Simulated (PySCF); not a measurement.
Run record: geometry optimisation, `F[C@@H]1C[C@@H]1O[SiH3]`.

Computed with PBE0-D3(BJ)/def2-SVP geometry optimisation, gas phase (PySCF 2.14.0). Start geometry: GFN2-xTB. A driver script takes a list of jobs; this job's settings line and coordinates (Å) are shown.

Command:
```bash
OMP_NUM_THREADS=1 python probes_run.py task.json out
```

Input:
```
{"job": {"xc": "PBE0", "basis": "def2-SVP", "d3": "d3bj", "grid": 1, "shake": 0.01, "kind": "geom"}, "charge": 0, "multiplicity": 1}
F      0.087770     1.745770    -0.217400
C     -0.917800     0.911970    -0.629750
C     -1.561610     0.040680     0.404130
C     -0.585570    -0.553560    -0.621780
O      0.591250    -1.072910    -0.278210
Si     1.904270    -0.413590     0.446620
H     -1.485130     1.362560    -1.422380
H     -1.129050     0.137430     1.406520
H     -2.601930    -0.146550     0.380390
H     -1.072220    -1.142550    -1.406290
H      1.571210     0.205460     1.739530
H      2.576280     0.554710    -0.410330
H      2.628350    -1.646300     0.598640
```

Output:
```
step   0  E = -582.31270233  max force = 0.048543
step   1  E = -582.32071085  max force = 0.011410
step   2  E = -582.32111625  max force = 0.003122
step   3  E = -582.32117476  max force = 0.001008
step   4  E = -582.32120501  max force = 0.001376
step   5  E = -582.32122840  max force = 0.001260
step   6  E = -582.32125321  max force = 0.001229
step   7  E = -582.32130255  max force = 0.001977
step   8  E = -582.32147292  max force = 0.002965
step   9  E = -582.32008699  max force = 0.009160
step  10  E = -582.32148537  max force = 0.005400
step  11  E = -582.32185214  max force = 0.002832
step  12  E = -582.32204645  max force = 0.002200
step  13  E = -582.32212861  max force = 0.001547
step  14  E = -582.32217011  max force = 0.000978
step  15  E = -582.32217484  max force = 0.000471
step  16  E = -582.32217323  max force = 0.000202
optimisation converged
```

Energies in Eh; «max force» is the largest Cartesian gradient component in Eh/bohr.

Task: How much energy does the optimisation release, in kcal/mol?

Result: E(step 0) − E(last step) = 0.009471 Eh, which is 5.9 kcal/mol.

Task: At which steps does the energy rise by more than 1e-5 Eh?

Result: At step 9 (+1.39 mEh).

Main results: final energy -582.32217 Eh after 16 steps; dipole 1.84 D.

Task: Give the final coordinates.

Result: 0.439 Å rms from the input after alignment:
```
atom  x, y, z in Å
F1     0.1275    1.6248    0.5232
C2    -0.7577    1.0712   -0.3488
C3    -1.8023    0.1694    0.2154
C4    -0.6391   -0.4100   -0.5431
O5     0.3098   -1.1035    0.1715
Si6    1.9237   -0.6896    0.3697
H7    -0.9735    1.7344   -1.1925
H8    -1.7577    0.0252    1.2982
H9    -2.8025    0.1632   -0.2249
H10   -0.8267   -0.8057   -1.5497
H11    2.1668   -0.0328    1.6847
H12    2.3754    0.1973   -0.7445
H13    2.6809   -1.9729    0.3292
```

Task: How long does this job take on an Arm Neoverse N1 with one thread, no GPU, shared host with 64 logical CPUs at a one-minute load of 62? And the peak memory of the process?

Result: About 2.7 min, with 0.52 GiB resident at the peak, the Python interpreter and its libraries included.
Labels such as C1 count atoms from 1, the log's own numbers from 0.
